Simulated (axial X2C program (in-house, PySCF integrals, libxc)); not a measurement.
MoIn along the bond: B3LYP, with spin–orbit coupling

All values were computed with an in-house relativistic program for diatomic molecules. Two-component (2c) means X2C with spin–orbit coupling and atomic mean-field two-electron Coulomb and Gaunt terms. Basis: In dyall-cv3z [11s12p9d4f1g], Mo dyall-cv3z [11s12p9d5f3g] (cores contracted in-house); Gaussian nuclei, density fitting, unrestricted open shells. Masses: In 114.904 u, Mo 97.905 u.

State: Ω = 5/2 (⟨Sz⟩ = 2.51, ⟨Lz⟩ = -0.01 at B3LYP). Dipoles are positive if Mo is the positive end.

Results along the bond:

```csv
R (Å),μ (D),HOMO (eV),LUMO (eV)
2.576,0.529,-4.10,-2.68
2.695,0.350,-4.11,-2.57
2.783,0.188,-4.12,-2.50
2.872,0.009,-4.12,-2.44
2.961,-0.183,-4.11,-2.41
3.065,-0.417,-4.10,-2.37
3.168,-0.658,-4.08,-2.36
3.301,-0.964,-4.05,-2.35
3.464,-1.318,-4.02,-2.36
3.701,-1.758,-3.96,-2.39
```

One determinant describes the state; a PBE0 search over occupations chose it and may have missed a lower one. Density functionals use the spin component along the axis (collinear). With several unpaired electrons one determinant need not be a pure state. This is the top spin component of a Σ state; components of lower Ω are not single determinants and can lie lower. The determinant is spin-polarised beyond a pure state at some levels (its spin-free form has ⟨S²⟩ too high), which makes Re and μ there less reliable.
